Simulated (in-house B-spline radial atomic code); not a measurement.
Configurations of Tl⁶⁺, with energies counted from [Xe] 4f14 5d7. Computed with an all-electron radial atomic-structure program (B-spline basis): Dirac-Hartree-Fock, average of configuration, Fermi nucleus of rms radius 5.4759 fm. Energies include first-order Breit, QED and recoil terms.

Occupations are held fixed; configurations that lie above the ionisation limit could autoionise.

| configuration | E - E(ref) (eV) | highest orbital | its <r> (bohr) |
| --- | --- | --- | --- |
| [Xe] 4f14 5d6 8f1 | 85.185 | 8f7/2 | 9.046 |
| [Xe] 4f14 5d6 9g1 | 91.302 | 9g7/2 | 15.65 |
| [Kr] 4d10 4f14 5s2 5p5 5d7 7s1 | 130 | 7s1/2 | 3.453 |
| [Kr] 4d10 4f14 5s2 5p5 5d7 7f1 | 152.2 | 7f7/2 | 6.309 |
| [Kr] 4d10 4f14 5s2 5p5 5d7 7g1 | 158.38 | 7g7/2 | 8.85 |
| [Kr] 4d10 4f14 5s2 5p5 5d7 9f1 | 161.18 | 9f7/2 | 12.14 |
| [Xe] 4f13 5d7 6g1 | 194.88 | 6g7/2 | 6.118 |
| [Xe] 4f13 5d7 8g1 | 203.09 | 8g7/2 | 12.03 |

(1) Order these further configurations by energy, lowest first.
A. [Xe] 4f14 5d6 6f1
B. [Xe] 4f14 5d6 9p1
C. [Xe] 4f14 5d6 6s1
D. [Kr] 4d10 4f14 5s2 5p5 5d7 9s1
E. [Xe] 4f14 5d6 6g1

(2) How far above the reference does [Xe] 4f13 5d7 9g1 lie?

(3) How far above the reference does [Xe] 4f13 5d7 7g1 lie?

(4) How far above the reference does [Xe] 4f13 5d7 6p1 lie?

Answers

(1) C (21.625 eV), A (70.487 eV), E (80.875 eV), B (82.969 eV), D (153.7 eV).

(2) 205.31 eV; its least bound orbital is 9g7/2 with <r> = 15.63 bohr.

(3) 199.85 eV; its least bound orbital is 7g7/2 with <r> = 8.855 bohr.

(4) 149.4 eV; its least bound orbital is 6p3/2 with <r> = 2.237 bohr.
